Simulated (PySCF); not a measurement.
## Si3H7Cl

Si3H7Cl is a small molecule, neutral, singlet. The structure, one conformer, was relaxed in the gas phase by PBE0-D3(BJ)/def2-SVP. No frequency run checks that it is a minimum.

SMILES: [SiH3][SiH]([SiH3])Cl

| atom | x (Å) | y (Å) | z (Å) |
| --- | --- | --- | --- |
| Si1 | 0.079 | -0.879 | -0.250 |
| Si2 | 0.851 | -0.045 | 1.799 |
| Si3 | -1.055 | 0.738 | -1.511 |
| Cl4 | 1.761 | -1.447 | -1.354 |
| H5 | -0.773 | -2.090 | -0.046 |
| H6 | 1.746 | 1.121 | 1.535 |
| H7 | -0.308 | 0.405 | 2.631 |
| H8 | 1.611 | -1.101 | 2.535 |
| H9 | -2.304 | 1.151 | -0.798 |
| H10 | -1.406 | 0.187 | -2.854 |
| H11 | -0.168 | 1.929 | -1.677 |

Shieldings: GIAO PBE0/pcSseg-2. Shifts are against computed references at the same level: H TMS (σ 31.24 ppm), Si TMS (σ 341.3 ppm). Core levels by delta-SCF with SCAN, pcX-2 on the ionised atom and pcseg-1 elsewhere, spin-free X2C (2p3/2 is the spin-free 2p value less a third of a first-order spin-orbit splitting); from the vacuum level, for chosen atoms.

(1) Give the shieldings and core levels atom by atom.

(2) Which of Si1, Si2 holds its core electrons tightest, and by how much against the loosest?

(3) By CAM-B3LYP/def2-SVPD (TDDFT singlets, Tamm-Dancoff triplets, ionisation by delta-SCF), where does absorption start, and what does vertical ionisation take?

Answers

(1) 
| atoms | bonded to | σ (ppm) | δ (ppm) | core level (eV) |
| --- | --- | --- | --- | --- |
| Si1 | 1 Cl + 2 Si + 1 H | 361.2 | -19.9 | 2p3/2 107.24 |
| Si2 Si3 | 1 Si + 3 H | 443.7 | -102.4 | 2p3/2 106.74 |
| Cl4 | 1 Si | 1029.9 | - | 2p3/2 205.67 |
| H5 | 1 Si | 25.69 | 5.56 | - |
| H6 H7 H8 | 1 Si | 27.52 | 3.72 | - |
| H9 H10 H11 | 1 Si | 27.52 | 3.72 | - |

Values are those of this one static structure, with the three H of a rotating XH3 group averaged; atoms that internal rotation interchanges would show their mean in an NMR spectrum.

(2) Si1 (bonded to 1 Cl + 2 Si + 1 H), by 0.50 eV over Si2 (bonded to 1 Si + 3 H).

(3) The first singlet with intensity lies at 6.58 eV (f 0.013); what lies below it is dark. The lowest singlet lies at 5.82 eV (f 0.001), the strongest of the first 6 at 7.10 eV (f 0.154), the lowest triplet at 5.24 eV; vertical ionisation takes 9.79 eV.
